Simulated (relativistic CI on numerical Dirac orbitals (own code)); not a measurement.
Radial parameters of Cs VI

Computed by Dirac-Coulomb-Breit CI, separate exchange-only KLI orbitals for each configuration, model QED, valence Slater integrals scaled by 0.85, P86 correlation energy added to each configuration (own radial code, finite nucleus).

Slater integrals F^k, G^k are unscaled and averaged over j, outside the closed core [Kr] 4d10; ζ comes from projecting the Hamiltonian with its Breit term on Σ l·s of the shell.

- 5s²5p²: F^2(5p,5p) = 59267, ζ(5p) = 12025 cm⁻¹; <r>(5p) = 1.818, <r^2>(5p) = 3.694 (bohr units).
- 5s5p³: F^2(5p,5p) = 59376, G^1(5s,5p) = 77619, ζ(5p) = 11922 cm⁻¹; <r>(5s) = 1.615, <r^2>(5s) = 2.911, <r>(5p) = 1.813, <r^2>(5p) = 3.677 (bohr units).
- 5s²5p5d: ζ(5p) = 12332, F^2(5p,5d) = 48586, G^1(5p,5d) = 57311, G^3(5p,5d) = 36238, ζ(5d) = 932.22 cm⁻¹; <r>(5p) = 1.811, <r^2>(5p) = 3.671, <r>(5d) = 2.294, <r^2>(5d) = 5.907 (bohr units).

Averages of the first 10 configurations, taken without configuration mixing, which lowers the lowest level and can move excited configurations by several eV; other configurations of the list can lie among them:

```csv
Configuration,Parity,States,Average energy above the lowest level (eV)
5s²5p²,even,15,3.9
5s5p³,odd,40,19.9
5s²5p5d,odd,60,26.5
5p⁴,even,15,38.7
5s²5p4f,even,84,25.1
5s5p²5d,even,300,41.6
5s²5p5f,even,84,46.1
5s²5p6s,odd,12,33.0
5s²5p5g,odd,108,53.4
5s²4f5d,odd,140,47.3
```
